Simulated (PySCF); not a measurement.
Species: cis-[MnF2(NH3)4]+ (charge +1 and quintet state).
Cartesian coordinates in Å at the PBE0-D3(BJ)/def2-SVP level; atoms count from 1:
```xyz
19
F2H12MnN4 angstrom
Mn     0.2352   -0.0025    0.3115
F     -0.1013   -0.0087    2.0566
N      0.5501    0.0085   -1.7691
H      1.5751    0.0279   -1.7733
H      0.2264    0.8254   -2.2900
H      0.2588   -0.8195   -2.2918
F      2.0110    0.0088    0.3933
N     -1.8588   -0.0081    0.1171
H     -2.1204   -0.0480    1.1074
H     -2.2925   -0.8082   -0.3469
H     -2.2839    0.8345   -0.2742
N      0.3648    2.2996    0.5011
H      1.3827    2.4023    0.5091
H      0.0756    2.4261    1.4737
H     -0.0115    3.0852   -0.0298
N      0.3930   -2.3024    0.4859
H     -0.0655   -3.0859    0.0204
H      0.1971   -2.3930    1.4859
H      1.4012   -2.4485    0.3976
```

Level of theory: PySCF 2.14.0, PBE0-D3(BJ)/def2-SVP geometry optimisation, gas phase.

(1) Which atoms are bound to Mn1, and at what distances?

(2) List the angles at Mn1.

(3) What is the shape at Mn1?

(4) What are the other bond lengths?

(5) What are the rotational constants (commonest isotopes, rigid rotor)?

Answers

(1) 6 atoms: F2 1.777 Å, F7 1.778 Å, N8 2.103 Å, N3 2.104 Å, N16 2.312 Å, N12 2.314 Å. The nearest atom not counted as bound is H4, at 2.48 Å (others tie with it).

(2) 
| angle | degrees | distance of the outer atoms (Å) |
| --- | --- | --- |
| F2–Mn1–N3 | 177.7 | 3.88 |
| F7–Mn1–N8 | 177.3 | 3.88 |
| N12–Mn1–N16 | 168.5 | 4.60 |
| F2–Mn1–F7 | 98.3 | 2.69 |
| N8–Mn1–N16 | 94.1 | 3.24 |
| N3–Mn1–N16 | 94.0 | 3.23 |
| N3–Mn1–N12 | 93.9 | 3.23 |
| N8–Mn1–N12 | 93.8 | 3.23 |
| N3–Mn1–N8 | 93.3 | 3.06 |
| F2–Mn1–N16 | 86.3 | 2.82 |
| F7–Mn1–N16 | 86.3 | 2.82 |
| F7–Mn1–N12 | 86.2 | 2.82 |
| F2–Mn1–N12 | 86.2 | 2.82 |
| F2–Mn1–N8 | 84.4 | 2.62 |
| N3–Mn1–F7 | 84.0 | 2.61 |

(3) Distorted octahedral: the three widest angles are 177.7°, 177.3° and 168.5°, the others run from 84.0° to 98.3°. The Mn–N distances aren't all alike: 2.103 to 2.314 Å.

(4) N3–H4 and 5 like bonds 1.023 Å; N12–H13 and 5 like bonds 1.022 Å.

(5) A = 1737, B = 1548, C = 1435 MHz: an asymmetric top.

Point group: near C2v, missed by 0.15 Å at most; the miss may be what the optimiser left on a soft mode (C2 holds within 0.08 Å). Charge +1, quintet. ⟨S²⟩ = 6.032 (exact for a quintet: 6.00). Not checked by PBE0-D3(BJ)/def2-SVP frequencies.

For an open-shell metal species like this, the optimisation's SCF solution wasn't tested for stability and no frequencies at its level were run, so a lower state or another shape may exist.
